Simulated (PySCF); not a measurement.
## Zr₃, singlet: structure and spectrum

Level of theory: PySCF, PBE0, basis Zr def2-TZVP with ECP28 (scalar-relativistic core potentials, no spin–orbit coupling, density fitting).

The structure is a minimum.

```json
{
 "Point group": "C2v",
 "Bond lengths": "Zr–Zr 2.365 Å (×2), Zr–Zr 3.465 Å",
 "Bond angles": "Zr–Zr–Zr 42.9° (×2), Zr–Zr–Zr 94.2°",
 "Dipole moment": "0.75 D",
 "Atomisation energy without zero-point energy": "470 kJ/mol",
 "Principal quadrupole moments (Buckingham, traceless) about the centre of mass": "-4.91, -1.36, 6.27 D Å",
 "Highest occupied level": "-4.05 eV",
 "Enthalpy at 298.15 K above 0 K": "14.39 kJ/mol",
 "Rotational constants": "0.1086, 0.03123, 0.02426 cm⁻¹",
 "Entropy at 298.15 K and 1 bar": "324.4 J/(mol K)",
 "Principal polarisabilities": "212.5, 233.0, 390.2 bohr³",
 "Heat capacity Cp at 298.15 K": "56.2 J/(mol K)",
 "Zero-point energy": "3.6 kJ/mol",
 "Lowest empty level": "-2.57 eV",
 "Rotational symmetry number": "2"
}
```

Harmonic modes (masses in u: Zr 89.905):
| symmetry | ω (cm⁻¹) | IR (km/mol) |
| --- | --- | --- |
| a1 | 107 | 0.2 |
| b2 | 225 | 0.2 |
| a1 | 270 | 11.3 |

In C2v the vibrations span 2a1 + b2. Here b1 is antisymmetric to the molecular plane and b2 lies in it.

Charges (e):
```tsv
atom	Mulliken	Löwdin	polar tensor	Mayer order to Zr1
Zr1	0.14	-0.53	-0.19	–
Zr2,3	-0.07	0.26	0.10	2.52
```
Other Mayer orders above 0.3: Zr–Zr 1.30.

Mulliken populations on Zr1 (electrons outside its core potential): s 2.39, p 6.30, d 3.14, f 0.04.

Outer orbital energies (eV). occupied: -6.03, -5.56, -5.29, -5.01, -4.56, -4.05; empty: -2.57, -2.37, -2.17, -1.80.

Other isomers or separated fragments may lie lower. At this level a broken-symmetry Ms = 0 minimum of C2v symmetry lies 87 kJ/mol below this structure. The small gap makes a closed-shell description doubtful. At the minimum of this search the closed-shell solution is unstable towards spin polarisation, so a lower open-shell solution exists.

The final relaxation and frequency run took 110 s on 2 threads of a shared Arm Neoverse N1 host, with 120 basis functions and 11 gradients; the process peaked at 1.1 GiB.
